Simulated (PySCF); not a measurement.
# Electron correlation in Tc⁺ (technetium, charge +1)

[Kr] 4d4 5s1 6s1, high-spin 7D determinant (an excited configuration). All numbers are calculated (PySCF 2.14, a scalar-relativistic core potential, in aug-cc-pVTZ-PP with ECP28MDF (6s6p5d3f2g, 88 functions)). Frozen: 4s2 4p6; 6 electrons correlated.

MP2 pair energies summed by pair of shells (mhartree):

```json
{"pair": "4d-4d", "energy": "-35.71", "share (%)": "59.3"}
{"pair": "4d-5s", "energy": "-17.84", "share (%)": "29.6"}
{"pair": "4d-6s", "energy": "-3.48", "share (%)": "5.8"}
{"pair": "5s-6s", "energy": "-3.15", "share (%)": "5.2"}
```

Total MP2 correlation energy: -60.18 mhartree.

Same-spin part -60.18 and opposite-spin part 0.00 mhartree; SCS-MP2 scales them by 1/3 and 6/5 to -20.06 mhartree.
